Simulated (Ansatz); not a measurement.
Basis-set extrapolation for C2H8BCl2N, SMILES `C[NH2+][B-](C)(Cl)Cl` (PBE0-D4/def2-TZVP geometry, frozen core, Ansatz 0.2.0). Multiplicity 1, RHF reference.

|  | def2-TZVPP | def2-QZVPP |
| --- | --- | --- |
| HF | -1078.730291 | -1078.762932 |
| MP2 correlation | -1.077152 | -1.161676 |
| CCSD(T) correlation | -1.189869 | not run |

Energies in hartree. Use E(X) = E(∞) + A·exp(−7.88·√X) for Hartree–Fock and E(X) = E(∞) + B·X^(−2.97) for correlation, with X = 3 and 4, and add CCSD(T) minus MP2 of the smaller set to the MP2 limit.

Task: What is the CCSD(T) energy at the basis-set limit?

Result: HF limit: -1078.762932 + (-0.032641) × 0.13774 = -1078.76743. MP2 limit: -1.161676 + (-0.084524) × 0.74074 = -1.22429. Higher-order term: -1.189869 − (-1.077152) = -0.11272. Total: -1080.10444 hartree, 5.01 eV below CCSD(T)/def2-TZVPP.
